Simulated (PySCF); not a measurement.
These 3 structures share the formula C9H13B. Computed with PBE0-D3(BJ)/def2-SVP geometry optimisation, gas phase in PySCF. Energies are electronic, without zero-point or thermal terms, for one conformer each. No frequencies were run at this level. Point groups hold within 0.08 Å.

Question: Order them by energy at this level, lowest first, and give relative energies in kcal/mol.
A. `[CH3:1][B:2]([CH3:3])[C:4]1=[CH:5][CH:6]=[CH:7][CH:8]=[CH:9][CH2:10]1` with C4–C5–C6–C7 30°, C6–C7–C8–C9 -30°, C8–C9–C10–C4 71°, B2–C4–C10–C9 104°
B. `[CH3:1][B:2]([CH3:3])[C@H:4]1[C@H:5]2[CH:6]=[CH:7][C@@H:8]1[CH:9]=[CH:10]2` with C1–B2–C4–C5 33°
C. `CC=C=C=C=C(C)B(C)C`

Answer: A (0.0), B (20.4), C (50.2).

As drawn, the highest has cumulated double bonds, which the lowest lacks.

```
                         SMILES      E (Eh)  E rel (kcal/mol)  dipole (D)  point group       A, B, C (MHz)
              CB(C)C1=CC=CC=CC1  -374.89914               0.0        0.38           C1  2357, 950.7, 736.6
CB(C)[C@H]1[C@H]2C=C[C@@H]1C=C2  -374.86661              20.4        0.23      near Cs    2378, 1126, 1012
             CC=C=C=C=C(C)B(C)C  -374.81915              50.2        0.79           C1  2807, 479.1, 424.0
```
